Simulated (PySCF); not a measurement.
Se²⁸⁺: ionisation energy

Se²⁸⁺ [He] 2s2 2p2 [2p1/2^2, M_J = 0] → Se²⁹⁺ [He] 2s2 2p1 [2p1/2^1, M_J = 1/2], as a difference of total energies. Computed with PySCF 2.14 in an even-tempered Gaussian basis (17 s from 9.7 bohr⁻², ratio 2.4; 12 p from 13 bohr⁻², ratio 2.4; 5 d from 44 bohr⁻², ratio 2.6; 4 f from 66 bohr⁻², ratio 2.6), with the two-component X2C-1e Hamiltonian. Correlated levels: nothing frozen; the 34 highest virtual spinors dropped. "Screened" scales the spin-orbit matrix elements by Boettger's factors to mimic the two-electron term; Breit and QED terms are absent.

| method | ionisation energy (eV) |
| --- | --- |
| GHF (spin-free) | 3132.8 |
| GMP2 (spin-free) | 3132.5 |
| GHF (screened spin-orbit) | 3149.2 |
| GMP2 (screened spin-orbit) | 3151.4 |

Question: How much does correlation contribute at GMP2 (screened spin-orbit)?

Answer: 3151.4 − (3149.2) = 2.2 eV, measured against GHF (screened spin-orbit).

For this ion Breit and QED terms and the two-electron picture change, all absent here, outweigh the correlation shift from GHF to GMP2.

The spin-free rows relax to the high-spin LS determinant and lack the spin-orbit shift.

The labels give the starting determinants; with spin-orbit coupling the two ends relaxed to ⟨J²⟩ = 0.00, ⟨L²⟩ = 1.33, ⟨S²⟩ = 1.33 and ⟨J²⟩ = 0.75, ⟨L²⟩ = 2.00, ⟨S²⟩ = 0.75.

For comparison: 3146 ± 3 eV (semi-empirical (NIST evaluation); NIST Atomic Spectra Database, ionization energies).
